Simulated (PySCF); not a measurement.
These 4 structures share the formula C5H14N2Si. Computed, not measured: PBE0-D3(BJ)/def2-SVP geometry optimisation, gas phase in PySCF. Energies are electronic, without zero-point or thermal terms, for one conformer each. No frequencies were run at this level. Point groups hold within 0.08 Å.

**Question.** Rank from lowest to highest electronic energy at this level (kcal/mol).
A. `[CH3:1][NH:2][C@H:3]1[CH2:4][CH2:5][N:6]([SiH3:7])[CH2:8]1` with C1–N2–C3–C4 66°, N2–C3–C4–C5 140°, C3–C4–C5–N6 7°, C4–C5–N6–Si7 168°, C5–N6–C8–C3 40°
B. `[NH2:1][CH2:2][C@@H:3]1[CH2:4][CH2:5][N:6]([SiH3:7])[CH2:8]1` with H–N1–C2–C3 -64° and 179°, N1–C2–C3–C4 -173°, C2–C3–C4–C5 -146°, C3–C4–C5–N6 36°, C4–C5–N6–Si7 156°, C5–N6–C8–C3 24°
C. `[CH3:1][N:2]([CH3:3])[C@H:4]1[CH2:5][CH2:6][NH:7][SiH2:8]1` with C1–N2–C4–C5 61°, N2–C4–C5–C6 164°, C4–C5–C6–N7 -42°, C5–C6–N7–Si8 24°, C6–N7–Si8–C4 -1°
D. `[CH3:1][CH:2]([CH3:3])[N:4]1[CH2:5][CH2:6][NH:7][SiH2:8]1` with C1–C2–N4–C5 -69°, C2–N4–C5–C6 -173°, N4–C5–C6–N7 -39°, C5–C6–N7–Si8 32°, C6–N7–Si8–N4 -14°

**Answer.** D (0.0), B (20.6), C (20.9), A (24.9).

Neighbours under 2.5 kcal/mol apart (NC[C@@H]1CCN([SiH3])C1 and CN(C)[C@H]1CCN[SiH2]1) can change places with a better method, another conformer or zero-point energy.

| SMILES | E (Eh) | E rel (kcal/mol) | dipole (D) | point group | A, B, C (MHz) |
| --- | --- | --- | --- | --- | --- |
| CC(C)N1CCN[SiH2]1 | -597.20342 | 0.0 | 0.84 | C1 | 2915, 1256, 1043 |
| NC[C@@H]1CCN([SiH3])C1 | -597.17058 | 20.6 | 1.13 | C1 | 3227, 930.6, 775.8 |
| CN(C)[C@H]1CCN[SiH2]1 | -597.17005 | 20.9 | 1.06 | C1 | 2960, 1262, 933.5 |
| CN[C@H]1CCN([SiH3])C1 | -597.16372 | 24.9 | 1.65 | C1 | 4653, 817.8, 733.6 |

**Question.** How do the relative energies change in single points at PBE0/pcSseg-1 (no added dispersion term) on the same geometries?

**Answer.** 
| SMILES | PBE0-D3(BJ)/def2-SVP (kcal/mol) | PBE0/pcSseg-1 (kcal/mol) | shift |
| --- | --- | --- | --- |
| CC(C)N1CCN[SiH2]1 | 0.0 | 0.0 | 0.0 |
| NC[C@@H]1CCN([SiH3])C1 | 20.6 | 20.2 | -0.4 |
| CN(C)[C@H]1CCN[SiH2]1 | 20.9 | 21.1 | +0.2 |
| CN[C@H]1CCN([SiH3])C1 | 24.9 | 24.8 | -0.1 |

Each column counts from its own lowest isomer. The order is unchanged; the largest shift is 0.4 kcal/mol.

**Question.** As an exercise, what shares would exp(−E/RT) give at 2000 K from these electronic energies alone (no entropy, no degeneracies)?

**Answer.** RT = 3.974 kcal/mol: CC(C)N1CCN[SiH2]1 98.8 %, NC[C@@H]1CCN([SiH3])C1 0.6 %, CN(C)[C@H]1CCN[SiH2]1 0.5 %, CN[C@H]1CCN([SiH3])C1 0.2 %.
